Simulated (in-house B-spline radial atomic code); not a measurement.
Configurations of Pm⁷⁺, with energies counted from [Kr] 4d10 4f3 5s2 5p3. Computed with a B-spline radial code for spherical atoms: Dirac-Hartree-Fock, average of configuration, Fermi nucleus of rms radius 4.962 fm. Energies include first-order Breit, QED and recoil terms.

Occupations are held fixed; configurations that lie above the ionisation limit could autoionise.

```json
{"configuration": "[Kr] 4d10 4f2 5s2 5p3 5d1", "E - E(ref) (eV)": "27.051", "highest orbital": "5d5/2", "its <r> (bohr)": "1.745"}
{"configuration": "[Kr] 4d10 4f3 5s2 5p2 6d1", "E - E(ref) (eV)": "67.965", "highest orbital": "6d5/2", "its <r> (bohr)": "3.341"}
{"configuration": "[Kr] 4d10 4f3 5s2 5p2 5g1", "E - E(ref) (eV)": "77.788", "highest orbital": "5g7/2", "its <r> (bohr)": "3.305"}
{"configuration": "[Kr] 4d10 4f3 5s2 5p2 7d1", "E - E(ref) (eV)": "83.495", "highest orbital": "7d5/2", "its <r> (bohr)": "5.211"}
{"configuration": "[Kr] 4d10 4f3 5s2 5p2 8s1", "E - E(ref) (eV)": "86.142", "highest orbital": "8s1/2", "its <r> (bohr)": "6.081"}
{"configuration": "[Kr] 4d10 4f3 5s2 5p2 6g1", "E - E(ref) (eV)": "88.505", "highest orbital": "6g7/2", "its <r> (bohr)": "5.305"}
{"configuration": "[Kr] 4d10 4f3 5s2 5p2 9d1", "E - E(ref) (eV)": "97.438", "highest orbital": "9d5/2", "its <r> (bohr)": "10.06"}
{"configuration": "[Kr] 4d9 4f4 5s2 5p3", "E - E(ref) (eV)": "129.42", "highest orbital": "5p3/2", "its <r> (bohr)": "1.475"}
{"configuration": "[Kr] 4d9 4f3 5s2 5p3 7s1", "E - E(ref) (eV)": "198.93", "highest orbital": "7s1/2", "its <r> (bohr)": "4.095"}
```

(1) Order these further configurations by energy, lowest first.
A. [Kr] 4d9 4f3 5s2 5p3 6s1
B. [Kr] 4d10 4f2 5s2 5p3 5g1
C. [Kr] 4d10 4f2 5s2 5p3 7s1
D. [Kr] 4d10 4f2 5s2 5p3 9g1
E. [Kr] 4d9 4f3 5s2 5p4

(2) How far above the reference does [Kr] 4d10 4f2 5s2 5p3 6s1 lie?

(3) How far above the reference does [Kr] 4d10 4f2 5s2 5p3 6g1 lie?

(4) How far above the reference does [Kr] 4d9 4f3 5s2 5p3 9s1 lie?

## Answers

(1) C (68.913 eV), B (73.815 eV), D (98.32 eV), E (123.31 eV), A (172.5 eV).

(2) 42.536 eV; its least bound orbital is 6s1/2 with <r> = 2.516 bohr.

(3) 84.545 eV; its least bound orbital is 6g7/2 with <r> = 5.274 bohr.

(4) 219.74 eV; its least bound orbital is 9s1/2 with <r> = 8.357 bohr.
